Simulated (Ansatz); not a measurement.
Cartesian coordinates (Å):
SMILES: CC(=O)[SiH2][O-]
```xyz
10

C     -1.4315    -0.3462    -0.0195
C     -0.2593     0.4696     0.4804
O     -0.4459     1.3429     1.3111
Si     1.5043     0.0503    -0.2618
O      1.4783    -1.1171    -1.2922
H     -1.4983    -0.2462    -1.1051
H     -2.3600    -0.0333     0.4615
H     -1.2320    -1.4048     0.1599
H      1.9381     1.4175    -0.7410
H      2.3062    -0.1326     1.0068
```
Charge -1, spin multiplicity 1.

All values below come from Ansatz (a program for electronic structure) with frozen-core CCSD(T)/def2-TZVPD // CAM-B3LYP-D3(BJ)/def2-TZVPD.

```json
{
  "HF energy": "-517.45677 Ha",
  "MP2 correlation energy": "-0.92790 Ha"
}
```

**Question.** Estimate the CCSD correlation energy, the (T) correction, the total energy and the T1 diagnostic.

**Answer.** 
```json
{
 "CCSD correlation energy": "-0.95621 Ha",
 "(T) correction": "-0.04166 Ha",
 "CCSD(T) total energy": "-518.45464 Ha",
 "T1 diagnostic": "0.017"
}
```
